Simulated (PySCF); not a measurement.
**Polarisability and C₆ of Zr⁺ (zirconium, charge +1)**

[Kr] 4d2 5s1, high-spin 4F determinant. Computed with PySCF 2.14 in aug-cc-pVTZ-PP with one added diffuse shell each of s, p, d, f, g type with ECP28MDF (7s7p6d4f3g, 113 functions), with a scalar-relativistic core potential. Coupled (time-dependent) response in atomic units; α is the mean over directions.

```csv
method,mean α (bohr³),C₆ (like pair),S(−4)
UHF,78.63,718.1,4325
PBE,56.77,482.9,1966
PBE0,60.64,521.3,2321
```

S(−4) is the Cauchy moment in α(ω) = α(0) + S(−4) ω² + …

Spin-orbit coupling is absent.

α(iu) at PBE0:

```csv
u (hartree),α(iu) (bohr³)
0,60.64
0.0500,55.42
0.100,44.59
0.200,26.94
0.300,17.88
0.500,10.25
0.750,6.521
1.00,4.664
1.50,2.778
2.00,1.838
3.00,0.9583
5.00,0.3849
```

A single London oscillator, α(iu) = α/(1 + u²/ω²), gives C₆ = (3/4) ω α². Matching the computed C₆ needs ω = 4 × 521.3 / (3 × 60.64²) = 0.189 hartree.

For an ion, C₆ is the dispersion term alone; charge-induced terms of lower order in 1/R come first.

Energies and moments cover only the electrons outside the core potential.
